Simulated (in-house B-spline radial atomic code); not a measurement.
# Cu⁺: [Ar] 3d10

Level of theory: Dirac-Kohn-Sham BHandHLYP, spherical fractional occupations, Fermi nucleus of rms radius 3.8823 fm; calculated with a radial B-spline atomic code at the basis-set limit.

Screening seen three ways: the hydrogenic charge with the same mean radius, Z_r = [3n² - l(l+1)]/(2<r>), the one with the same energy, Z_e = n√(-2ε), and Slater's rules. Values are occupation-weighted means over j.

| shell | electrons | ε (eV) | <r> (bohr) | Z_r | Z_e | Slater |
| --- | --- | --- | --- | --- | --- | --- |
| 1s | 2 | -8960.9 | 0.05212 | 28.78 | 25.66 | 28.70 |
| 2s | 2 | -1107 | 0.2344 | 25.59 | 18.04 | 24.85 |
| 2p | 6 | -954.81 | 0.2062 | 24.25 | 16.75 | 24.85 |
| 3s | 2 | -136.47 | 0.713 | 18.93 | 9.50 | 17.75 |
| 3p | 6 | -90.913 | 0.7517 | 16.63 | 7.75 | 17.75 |
| 3d | 10 | -18.157 | 0.9975 | 10.53 | 3.47 | 7.85 |

The least bound orbital is 3d5/2 at -18.03 eV, and it is also the most diffuse (<r> = 1.001 bohr).

Spin-orbit splittings of the orbital energies (j = l + 1/2 above j = l - 1/2 when positive): 2p 20.66 eV, 3p 2.683 eV, 3d 0.3155 eV.

For the 1s electron the small component carries 1.09 % of the norm, the zero-frequency Breit interaction raises the level by 11.82 eV, self-energy by 5.997 eV, and vacuum polarisation lowers it by 0.5447 eV.

The density falls to 0.001 bohr⁻³ at 3.241 bohr; Σ<r²> = 19.161 bohr² gives, by the non-relativistic formula and without the paramagnetism of open shells, a Langevin diamagnetic susceptibility of -15.18×10⁻⁶ cm³/mol.
